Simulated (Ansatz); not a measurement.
Reaction (hydrogen abstraction from a C–H bond): `C[SiH](Cl)Cl` + `[OH]`• → `[CH2][SiH](Cl)Cl`• + H₂O

Computed with Ansatz on PBE0-D4/def2-TZVP structures; ΔE is electronic, products minus reactants. CCSD(T)/CBS is the MP2 limit (def2-TZVPP, def2-QZVPP) plus CCSD(T) − MP2 in def2-TZVPP, frozen cores. This one scheme is used for every species. Functionals use def2-TZVPP. No spin–orbit coupling; open shells (•) take unrestricted orbitals.

```
  level  ΔE (kJ/mol)
 revPBE        -68.5
LC-ωPBE        -65.1
```

(1) What does CCSD(T)/CBS give? (An estimate is asked.)

Largest T1 diagnostic among the species: 0.010.

Answers

(1) Ansatz gave: -69.5 kJ/mol. The listed levels differ from it by 1.0, 4.4 kJ/mol.

From PBE to PBE0 (25 % exact exchange), in def2-TZVPP and without D4, ΔE moves by +11.1 kJ/mol. Leaving LDA and LC-ωPBE aside and taking each functional with its dispersion term where it has one, the values, not all of them listed here, spread over 24.4 kJ/mol, from PBE-D4 to BHLYP-D4. LDA lies −20.8 kJ/mol from PBE without D4.
